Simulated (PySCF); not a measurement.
Z-matrix (Å, degrees):
```
B
H 1 1.1935
H 1 1.1935 2 120.00
H 1 1.1935 2 120.00 3 -180.00
```
Charge 0, spin multiplicity 1.

Task: What is the computed HOMO, LUMO, total energy, dipole moment and HOMO–LUMO gap (PBE0-D3(BJ)/def2-TZVP (PySCF))?

Result: 
```json
{
 "HOMO": "-9.92 eV",
 "LUMO": "-1.95 eV",
 "total_energy": "-26.5665 Ha",
 "dipole_moment": "0.00 D",
 "HOMO–LUMO gap": "7.97 eV"
}
```
